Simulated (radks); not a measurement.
Problem. All-electron atom: Tl+ in [Xe] 4f14 5d10 6s1 6p1 (not the ground configuration). Method: scalar-relativistic Kohn-Sham, LDA (Slater exchange, Perdew-Wang correlation), spin-polarised, spherical densities, finite nucleus; open shells are filled with parallel spins first (spin-orbit coupling, left out, can overturn this in heavy ions); Fermi nuclear charge, rms radius 5.4759 fm; computed with a radial shooting solver on a logarithmic mesh with Libxc functionals. Some entries of the table are withheld. Estimate them.

| orbital | occ. | eigenvalue (eV) | <1/r> (bohr^-1) | <r> (bohr) |
|---|---|---|---|---|
| 1s up | 1 | -85522.31 | 99.30 | 0.01633 |
| 1s down | 1 | -85522.27 | 99.30 | 0.01633 |
| 2s up | 1 | -15237.43 | 23.32 | 0.06880 |
| 2s down | 1 | -15237.41 | 23.32 | 0.06880 |
| 2p up | 3 | -13117.71 | 20.59 | 0.06236 |
| 2p down | 3 | -13117.69 | 20.59 | 0.06236 |
| 3s up | 1 | -3643.775 | 8.642 | 0.1777 |
| 3s down | 1 | -3643.755 | 8.642 | 0.1777 |
| 3p up | 3 | -3033.369 | 7.846 | 0.1794 |
| 3p down | 3 | -3033.348 | 7.846 | 0.1794 |
| 3d up | 5 | -2398.304 | 7.373 | 0.1625 |
| 3d down | 5 | -2398.286 | 7.373 | 0.1625 |
| 4s up | 1 | -819.6033 | 3.719 | 0.3920 |
| 4s down | 1 | -819.5722 | 3.719 | 0.3920 |
| 4p up | 3 | -619.3517 | 3.348 | 0.4179 |
| 4p down | 3 | -619.3167 | 3.348 | 0.4179 |
| 4d up | 5 | -384.1219 | 3.008 | 0.4400 |
| 4d down | 5 | -384.0826 | 3.008 | 0.4400 |
| 5s up | 1 | -140.4265 | 1.554 | 0.8764 |
| 5s down | 1 | -140.3478 | 1.555 | 0.8761 |
| 4f up | 7 | -123.6263 | 2.605 | 0.4677 |
| 4f down | 7 | -123.5829 | 2.605 | 0.4677 |
| 5p up | 3 | -85.5229 | 1.325 | 1.007 |
| 5p down | 3 | -85.4030 | 1.326 | 1.006 |
| 5d up | 5 | -24.8837 | (1) | (2) |
| 5d down | 5 | -24.4579 | (3) | (4) |
| 6s up | 1 | -18.4166 | 0.5407 | 2.350 |
| 6s down | 0 | -17.1637 | 0.5450 | 2.342 |
| 6p up | 1 | -9.8887 | 0.4021 | 3.107 |
| 6p down | 0 | -8.6347 | 0.3938 | 3.193 |

Solution. 
(1) 5d up <1/r> (bohr^-1): 0.9523
(2) 5d up <r> (bohr): 1.382
(3) 5d down <1/r> (bohr^-1): 0.9618
(4) 5d down <r> (bohr): 1.367
